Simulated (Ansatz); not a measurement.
This geometry of CH4S2Si (8 atoms, charge 0, multiplicity 1) is a first-order saddle point.

These are results of Ansatz 0.2.0, RKS LDA/def2-SVP, not measurements.

```xyz
8
Properties=species:S:1:pos:R:3
C -0.579 0.913 -0.361
Si 0.055 -0.690 0.329
S 1.941 -0.713 1.295
S 1.656 -1.667 -0.657
H -1.678 1.004 -0.244
H -0.084 1.760 0.159
H -0.319 0.980 -1.439
H -0.991 -1.587 0.919
```

Problem. Which two structures does it join? (They come from a converged band through this point; their orientation in space is the band's.)

Solution. No bond is made or broken. The dihedral H7–C1–Si2–S3 goes from 36 to 156°. The two ends are copies of one structure, up to a mirror image or an exchange of like atoms.

First end point:

```xyz
8
Properties=species:S:1:pos:R:3
C -0.565 0.914 -0.354
Si 0.079 -0.644 0.404
S 2.131 -0.748 0.911
S 1.316 -1.901 -0.766
H -1.488 0.714 -0.939
H -0.811 1.660 0.432
H 0.209 1.336 -1.027
H -0.872 -1.330 1.338
```

Last end point:

```xyz
8
Properties=species:S:1:pos:R:3
C -0.566 0.912 -0.357
Si 0.052 -0.709 0.280
S 1.813 -0.730 1.455
S 1.798 -1.538 -0.583
H -1.182 1.427 0.411
H 0.301 1.554 -0.619
H -1.196 0.764 -1.260
H -1.020 -1.681 0.673
```

Problem. How far does it lie above each of them?

Solution. 0.057 eV above the first and 0.057 eV above the second. This is the barrier of this one path; another mechanism may lie lower.

Run time: 76 s on 1 thread of Intel(R) Xeon(R) Processor @ 2.70GHz (shared host), peak memory 0.13 GiB.
